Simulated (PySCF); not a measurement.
PySCF job for CH6Zr, SMILES [CH3][ZrH3], multiplicity 1, PBE-D3(BJ)/def2-TZVP. Geometry optimised at PBE-D3(BJ)/def2-TZVP. The spin state was assumed, not searched. The structure was generated by enumeration; whether it is a known compound was not checked. The def2 effective core potentials stand for the cores of Zr; spin–orbit coupling is left out.

```python
import numpy as np
from pyscf import gto, scf, dft, df
from pyscf.hessian import thermo

mol = gto.M(
    atom='''
    Zr   -0.00000000    0.00000000    0.36587403
    C     0.00000000   -0.00000000   -1.80812290
    H    -0.89758989   -0.51822377   -2.19201160
    H     0.89758989   -0.51822376   -2.19201161
    H    -0.00000000    1.03644753   -2.19201160
    H    -1.53746895   -0.88765811    0.92993698
    H     1.53746896   -0.88765811    0.92993698
    H    -0.00000001    1.77531623    0.92993698
    ''',
    basis='def2-TZVP',
    ecp={'Zr': 'def2-tzvp'},
    charge=0,
    spin=0,
    max_memory=1600,
    verbose=3,
)
mf = dft.RKS(mol, xc='pbe').density_fit(auxbasis='def2-universal-jkfit')
mf.disp = 'd3bj'
mf.grids.level = 3
mf.conv_tol = 1e-11
mf.max_cycle = 100
mf.kernel()

# [left out here: the lines that compute and print the analytic Hessian (its translational invariance restored by hand, since the grid's response is missing), thermochemistry and intensities]
```

It prints:

```
converged SCF energy = -88.6518632390487

WARN: DFTD3 does not support analytical Hessian, using finite difference


WARN: Mole.unit (angstrom) is changed to Bohr

Mode                                 0                   1                   2
Irrep
Freq [cm^-1]                      145.7000            246.6752            246.7041
Reduced mass [au]                   1.0080              1.0262              1.0263
Force const [Dyne/A]                0.0126              0.0368              0.0368
Char temp [K]                     209.6299            354.9107            354.9522
Normal mode                   x     y     z       x     y     z       x     y     z
       0  Zr                -0.00 -0.00  0.00    0.01 -0.00  0.00    0.00  0.01 -0.00
       1   C                -0.00 -0.00 -0.00    0.03 -0.00 -0.00    0.00  0.03  0.00
       2   H                 0.25 -0.43 -0.00   -0.19  0.01  0.47    0.01 -0.20  0.28
       3   H                 0.25  0.43  0.00   -0.19 -0.01 -0.48   -0.01 -0.20  0.27
       4   H                -0.50  0.00  0.00   -0.21  0.00  0.00   -0.00 -0.19 -0.55
       5   H                -0.14  0.25  0.00   -0.15  0.03 -0.40    0.03 -0.18 -0.23
       6   H                -0.14 -0.25 -0.00   -0.15 -0.03  0.40   -0.03 -0.18 -0.23
       7   H                 0.29  0.00 -0.00   -0.20  0.00 -0.00   -0.00 -0.13  0.46
Mode                                 3                   4                   5
Irrep
Freq [cm^-1]                      466.7620            473.4552            473.4917
Reduced mass [au]                   1.6700              1.2188              1.2187
Force const [Dyne/A]                0.2144              0.1610              0.1610
Char temp [K]                     671.5666            681.1966            681.2492
Normal mode                   x     y     z       x     y     z       x     y     z
       0  Zr                 0.00  0.00 -0.02    0.02 -0.00 -0.00   -0.00 -0.02 -0.00
       1   C                -0.00 -0.00  0.18   -0.11  0.00  0.00    0.00  0.11  0.00
       2   H                -0.02 -0.01  0.23    0.07 -0.01 -0.38    0.01 -0.09  0.23
       3   H                 0.02 -0.01  0.23    0.07  0.01  0.38   -0.01 -0.09  0.22
       4   H                 0.00  0.02  0.24    0.09 -0.00 -0.01   -0.00 -0.07 -0.44
       5   H                -0.10 -0.06 -0.35   -0.17  0.09 -0.41   -0.08  0.26  0.24
       6   H                 0.10 -0.06 -0.35   -0.16 -0.08  0.41    0.09  0.26  0.23
       7   H                -0.00  0.12 -0.34   -0.31  0.00 -0.01    0.00  0.12 -0.48
Mode                                 6                   7                   8
Irrep
Freq [cm^-1]                      567.1871            611.2495            611.2705
Reduced mass [au]                   1.5175              1.0181              1.0181
Force const [Dyne/A]                0.2876              0.2241              0.2241
Char temp [K]                     816.0559            879.4519            879.4822
Normal mode                   x     y     z       x     y     z       x     y     z
       0  Zr                 0.00  0.00 -0.04   -0.00  0.01  0.00   -0.01 -0.00 -0.00
       1   C                 0.00 -0.00  0.14   -0.00  0.02 -0.00   -0.02 -0.00  0.00
       2   H                -0.01 -0.00  0.15    0.01 -0.01  0.03    0.00 -0.01 -0.05
       3   H                 0.01 -0.00  0.15   -0.01 -0.01  0.03    0.00  0.01  0.05
       4   H                -0.00  0.01  0.15    0.00 -0.00 -0.05    0.01  0.00  0.00
       5   H                 0.12  0.07  0.41    0.37 -0.50  0.17    0.07 -0.36 -0.31
       6   H                -0.12  0.07  0.41   -0.37 -0.50  0.18    0.08  0.37  0.31
       7   H                 0.00 -0.14  0.41    0.00  0.13 -0.35    0.71 -0.00  0.00
Mode                                 9                  10                  11
Irrep
Freq [cm^-1]                     1098.6312           1350.9601           1350.9921
Reduced mass [au]                   1.2948              1.0641              1.0641
Force const [Dyne/A]                0.9208              1.1442              1.1443
Char temp [K]                    1580.6857           1943.7308           1943.7768
Normal mode                   x     y     z       x     y     z       x     y     z
       0  Zr                -0.00 -0.00  0.00   -0.00 -0.00  0.00   -0.00  0.00 -0.00
       1   C                 0.00  0.00 -0.14   -0.00 -0.07 -0.00   -0.07  0.00  0.00
       2   H                -0.17 -0.10  0.46   -0.38  0.51  0.13    0.07 -0.38  0.23
       3   H                 0.17 -0.10  0.46    0.38  0.51  0.13    0.07  0.38 -0.23
       4   H                 0.00  0.20  0.46    0.00 -0.15 -0.27    0.73  0.00  0.00
       5   H                 0.00  0.00  0.02    0.00 -0.01  0.00   -0.00  0.00  0.01
       6   H                -0.00  0.00  0.02   -0.00 -0.01  0.00   -0.00 -0.00 -0.01
       7   H                 0.00 -0.00  0.02   -0.00 -0.00 -0.01   -0.01  0.00  0.00
Mode                                12                  13                  14
Irrep
Freq [cm^-1]                     1618.5653           1618.5868           1658.9702
Reduced mass [au]                   1.0243              1.0243              1.0107
Force const [Dyne/A]                1.5810              1.5810              1.6389
Char temp [K]                    2328.7551           2328.7860           2386.8887
Normal mode                   x     y     z       x     y     z       x     y     z
       0  Zr                -0.01  0.00 -0.00    0.00  0.01 -0.00    0.00 -0.00 -0.01
       1   C                 0.00 -0.00 -0.00   -0.00 -0.00 -0.00    0.00 -0.00 -0.00
       2   H                -0.00 -0.00  0.00    0.00 -0.00 -0.00    0.00  0.00 -0.01
       3   H                -0.00  0.00 -0.01   -0.00 -0.00 -0.00   -0.00  0.00 -0.01
       4   H                 0.00  0.00  0.00   -0.00  0.00  0.01   -0.00 -0.00 -0.01
       5   H                 0.57  0.32 -0.20   -0.34 -0.22  0.13   -0.47 -0.27  0.18
       6   H                 0.59 -0.33  0.21    0.31 -0.20  0.11    0.47 -0.27  0.18
       7   H                 0.02 -0.02 -0.01   -0.00 -0.77 -0.24    0.00  0.55  0.18
Mode                                15                  16                  17
Irrep
Freq [cm^-1]                     2918.2432           3011.0134           3011.0259
Reduced mass [au]                   1.0311              1.0986              1.0986
Force const [Dyne/A]                5.1739              5.8685              5.8686
Char temp [K]                    4198.7022           4332.1779           4332.1958
Normal mode                   x     y     z       x     y     z       x     y     z
       0  Zr                 0.00 -0.00  0.00    0.00 -0.00 -0.00   -0.00 -0.00  0.00
       1   C                -0.00 -0.00  0.05    0.00 -0.09 -0.00   -0.09 -0.00 -0.00
       2   H                -0.47 -0.27 -0.18    0.32  0.16  0.14    0.54  0.32  0.25
       3   H                 0.47 -0.27 -0.18   -0.33  0.17  0.14    0.53 -0.32 -0.24
       4   H                 0.00  0.54 -0.18    0.00  0.72 -0.28   -0.02  0.01 -0.00
       5   H                 0.00  0.00 -0.00    0.00  0.00  0.00    0.00  0.00  0.00
       6   H                -0.00  0.00 -0.00   -0.00  0.00  0.00    0.00 -0.00 -0.00
       7   H                -0.00 -0.00 -0.00   -0.00  0.00 -0.00    0.00  0.00 -0.00
temperature 298.1500 [K]
pressure 101325.00 [Pa]
Rotational constants [GHz] 39.54658 6.78805 6.78805
Symmetry number 3
Zero-point energy (ZPE) 0.04893 [Eh]   128475.842 [J/mol]
                           tot       elec      trans        rot        vib
Entropy [J/mol/K]       294.677      0.000    167.287     85.816     41.574
Cv [J/mol/K]             80.073      0.000     12.472     12.472     55.129
Cp [J/mol/K]             88.387      0.000     20.786     12.472     55.129
Internal energy [J/mol]                      3718.434   3718.434 136117.130
Internal energy [Eh]   -88.59719  -88.65186
Enthalpy [J/mol]                             6197.391   3718.434 136117.130
Enthalpy [Eh]          -88.59624
Gibbs free energy [J/mol]                  -43679.287 -21867.646 123721.862
Gibbs free energy [Eh] -88.62971
mode   freq/cm-1   IR/(km/mol)
   1      145.70         0.000
   2      246.68         5.383
   3      246.70         5.355
   4      466.76        10.786
   5      473.46        46.423
   6      473.49        46.432
   7      567.19       268.154
   8      611.25        61.720
   9      611.27        61.700
  10     1098.63        13.732
  11     1350.96         9.102
  12     1350.99         9.106
  13     1618.57       471.671
  14     1618.59       471.526
  15     1658.97       147.461
  16     2918.24         1.201
  17     3011.01         2.489
  18     3011.03         2.488
max |gradient| / (hartree/bohr): 3.526439898971123e-05
APT charges: [ 1.4958 -0.3941  0.015   0.015   0.015  -0.3822 -0.3822 -0.3822]
```

The calculation finished and met its thresholds.
